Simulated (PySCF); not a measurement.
Question: What does the PBE0-D3(BJ)/def2-SVP structure of `CO[C@@H](F)C(F)(F)F` look like in three dimensions?

Answer: 
Z-matrix in Å and degrees, rows numbered from 1:
```
C 
O   1  1.4090
C   2  1.3524  1  114.86
F   3  1.3672  2  111.83  1    72.00
C   3  1.5279  2  108.17  1  -169.21
F   5  1.3310  3  109.80  2    62.10
F   5  1.3309  3  109.78  2  -179.05
F   5  1.3250  3  111.69  2   -58.63
H   1  1.0967  2  107.14  3   177.89
H   1  1.1052  2  111.04  3    58.96
H   1  1.1016  2  111.32  3   -62.84
H   3  1.1093  2  112.84  1   -48.88
```

Of the pairs four or more bonds apart, F4···H11 is among the closest relative to their van der Waals radii: 2.65 Å, 99 % of the sum of Bondi's values. O2 (ether oxygen) is bent (angle 114.9°). The 4 C–F bonds span 1.325 Å (C5–F8, drawn single) to 1.367 Å (C3–F4, drawn single), a spread of 0.042 Å. The C–O distances run from 1.352 Å (O2–C3, drawn single) to 1.409 Å (C1–O2, drawn single), a spread of 0.057 Å.

Computed, not measured: PBE0-D3(BJ)/def2-SVP geometry optimisation, gas phase (PySCF).

Point group: C1 (no symmetry element, even within 0.4 Å). PBE0-D3(BJ)/def2-SVP frequencies: not computed here. The numbers are those of one conformer (C1–O2–C3–F4 72°).

Hardware: x86-64 server, one thread, no GPU, shared host. Cost: 58 s. This is the geometry optimisation.
